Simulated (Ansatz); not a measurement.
Consider the isomerisation: `O[SiH](F)[SiH2]F` → `F[SiH](F)O[SiH3]`.

Isolated molecules relaxed with PBE0-D4/def2-TZVP in Ansatz; ΔE leaves out vibrations. CCSD(T)/CBS is the MP2 limit (def2-TZVPP, def2-QZVPP) plus CCSD(T) − MP2 in def2-TZVPP, frozen cores. DFT in def2-TZVPP. B3LYP here is the variant with VWN-RPA as its local correlation; programs differ in this. HSE06 is defined as in plane-wave codes. One conformer a species, not always the lowest.

```csv
level,ΔE (kJ/mol),difference from CCSD(T)/CBS
LDA (SPW92),-138.1,25.2
PBE-D4,-130.6,32.7
revPBE-D4,-131.0,32.3
BLYP-D4,-148.0,15.3
r2SCAN-D4,-156.2,7.1
B97M-V,-158.6,4.7
PBE0-D4,-144.0,19.3
B3LYP-D4,-157.7,5.6
r2SCAN0-D4,-162.7,0.6
HSE06-D4,-143.8,19.5
BHLYP-D4,-172.8,-9.5
CAM-B3LYP-D4,-165.2,-1.9
ωB97X-V,-155.6,7.7
B2PLYP,-164.7,-1.4
PBE-QIDH,-160.8,2.5
revPBE,-128.1,35.2
BLYP,-147.4,15.9
r2SCAN,-156.1,7.2
PBE0,-143.8,19.5
r2SCANh,-158.8,4.5
r2SCAN0,-162.6,0.7
HSE06,-143.8,19.5
BHLYP,-173.1,-9.8
CAM-B3LYP,-165.1,-1.8
LC-ωPBE,-150.5,12.8
RPA@PBE/def2-TZVPP,-163.5,-0.2
HF/def2-SVP,-180.9,-17.6
MP2/def2-SVP,-169.7,-6.4
CCSD/def2-SVP,-165.9,-2.6
CCSD(T)/def2-SVP,-163.1,0.2
HF/def2-TZVPP,-190.1,-26.8
MP2/def2-TZVPP,-172.1,-8.8
SCS-MP2/def2-TZVPP,-174.1,-10.8
CCSD/def2-TZVPP,-169.5,-6.2
CCSD(T)/def2-TZVPP,-165.7,-2.4
HF/def2-QZVPP,-193.1,-29.8
SCS-MP2/def2-QZVPP,-173.7,-10.4
HF/CBS(def2),-193.5,-30.2
MP2/CBS(def2),-169.6,-6.3
CCSD/CBS(def2),-167.1,-3.8
CCSD(T)/CBS,-163.3,0
```

(1) What do rigid-rotor, harmonic-oscillator terms from PBE0-D4/def2-TZVP frequencies (298.15 K, 1 bar) make of the CCSD(T)/CBS value? (An estimate is asked.)

Largest T1 diagnostic among the species: 0.012.

Answers

(1) Ansatz gave: ΔZPE = -3.2 kJ/mol, ΔH = -166.8 kJ/mol, ΔS = 13 J/(mol·K), ΔG = -170.8 kJ/mol. Modes under 50 cm⁻¹ make the entropy rough.

From r2SCAN to r2SCAN0 (25 % exact exchange), in def2-TZVPP and without D4, ΔE moves by −6.5 kJ/mol. Leaving LDA and LC-ωPBE aside and taking each functional with its dispersion term where it has one, the values spread over 42.2 kJ/mol, from BHLYP-D4 to PBE-D4. LDA lies −7.7 kJ/mol from PBE without D4.
